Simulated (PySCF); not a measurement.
Species: 2-bromofurane, C₄H₃BrO.
SMILES: `Brc1ccco1`

Computed, not measured: PBE0-D3(BJ)/def2-TZVP geometry optimisation, gas phase in PySCF 2.14.0.

Masses are those of the commonest isotopes; rigid-rotor values at the optimised geometry. 

What are A, B and C (cm⁻¹)?

Ia = 53.96, Ib = 373.17, Ic = 427.12 u·Å²; 505379 MHz·u·Å²/I gives 9366, 1354 and 1183 MHz, that is A = 0.31243, B = 0.04517, C = 0.03947 cm⁻¹.

Classify the top.

A near-prolate asymmetric top; Ray's κ = -0.958.

Is it planar, by Δ = Ic − Ia − Ib?

Planar: Δ = Ic − Ia − Ib = 0.00 u·Å². For a rigid frame Δ = −2 Σ m c², so it vanishes when all atoms lie in the ab plane; here none is more than 0.01 Å from it.

Give the coordinates in the principal-axis frame, origin at the centre of mass.

The sense of each axis is arbitrary; atoms in the order of the calculation.
```tsv
atom	mass (u)	a (Å)	b (Å)	c (Å)
Br1	78.918	1.376	0.002	0.000
C2	12.000	-0.470	0.119	0.000
C3	12.000	-1.305	1.184	0.000
C4	12.000	-2.621	0.630	0.000
C5	12.000	-2.469	-0.714	0.001
O6	15.995	-1.152	-1.041	0.000
H7	1.008	-1.019	2.222	0.000
H8	1.008	-3.554	1.169	0.000
H9	1.008	-3.157	-1.543	0.001
```

Which types of transition are allowed, and where do some lines up to J = 5 fall?

The dipole components are |μa| = 1.44 D, |μb| = 0.61 D, |μc| = 0.00 D; the mirror of this Cs structure is the ab plane, so μc vanishes by symmetry and there are no c-type lines. The squared components, which scale the intensities, stand as 1.00 : 0.18 (a : b). Some lines, for components of 0.1 D or more:

```csv
type,branch,"J(Ka,Kc)",MHz,lower level (cm⁻¹)
a,Q,"3(1,2) ← 3(1,3)",1026,0.761
b,R,"4(0,4) ← 3(1,3)",2527,0.761
a,R,"2(1,2) ← 1(1,1)",4904,0.352
b,R,"5(0,5) ← 4(1,4)",5358,1.088
a,R,"3(2,2) ← 2(2,1)",7613,1.334
b,Q,"3(1,2) ← 3(0,3)",8623,0.507
b,Q,"4(1,3) ← 4(0,4)",8986,0.845
a,R,"4(1,4) ← 3(1,3)",9803,0.761
a,R,"4(3,1) ← 3(3,0)",10156,2.939
a,R,"5(0,5) ← 4(0,4)",12634,0.845
a,R,"5(4,1) ← 4(4,0)",12694,5.168
b,R,"2(1,2) ← 1(0,1)",12916,0.085
b,R,"5(1,5) ← 4(0,4)",19524,0.845
b,Q,"5(2,3) ← 5(1,4)",23115,1.582
b,Q,"2(2,1) ← 2(1,2)",24549,0.515
b,Q,"3(2,2) ← 3(1,3)",24808,0.761
b,Q,"4(2,3) ← 4(1,4)",25153,1.088
b,Q,"5(2,4) ← 5(1,5)",25586,1.496
b,R,"4(2,2) ← 3(1,3)",34996,0.761
b,Q,"4(3,1) ← 4(2,2)",40457,1.928
b,R,"3(3,0) ← 2(2,1)",48102,1.334
b,R,"4(3,2) ← 3(2,1)",50631,1.589
b,R,"5(3,3) ← 4(2,2)",53153,1.928
b,R,"4(4,1) ← 3(3,0)",66833,2.939
b,Q,"5(5,0) ← 5(4,1)",72873,5.592
b,R,"5(5,0) ← 4(4,1)",85566,5.168
```

Estimate the classical rotational partition function at 10 K, 200 K and 500 K.

Point group Cs, symmetry number σ = 1; q = (√π/σ)·√((kT/h)³/(ABC)), k/h = 20836.6 MHz/K: 1380 at 10 K, 123000 at 200 K, 487000 at 500 K.

No frequency check. No vibrational averaging or centrifugal distortion is included, and the geometry carries the error of its method. Quadrupole hyperfine structure (79Br) is left out.
